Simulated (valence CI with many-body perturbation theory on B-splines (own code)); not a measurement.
Which ion has this spectrum?

A relativistic CI+MBPT calculation for an atom or ion with 32 electrons gives these levels (cm⁻¹):

| J | Parity | E | g |
| --- | --- | --- | --- |
| 0 | even | 0 |  |
| 1 | even | 267538 | 1.50 |
| 2 | even | 293482 | 1.20 |
| 2 | even | 580596 | 1.30 |
| 0 | even | 638799 |  |
| 2 | odd | 806941 | 1.65 |
| 1 | odd | 897052 | 0.98 |
| 2 | odd | 1053749 | 1.51 |
| 3 | odd | 1104434 | 1.33 |
| 2 | odd | 1147225 | 0.92 |
| 0 | odd | 1158111 |  |
| 1 | odd | 1182288 | 1.27 |
| 1 | odd | 1222919 | 1.41 |
| 2 | odd | 1230508 | 0.93 |

The energies are calculated, and their last digits are not significant.

Problem. Which is it?
A. Tb33+
B. Gd32+
C. Sm30+
D. Eu31+

Solution. C. Sm30+, ground level (4s^2 4p1/2^2) J=0.
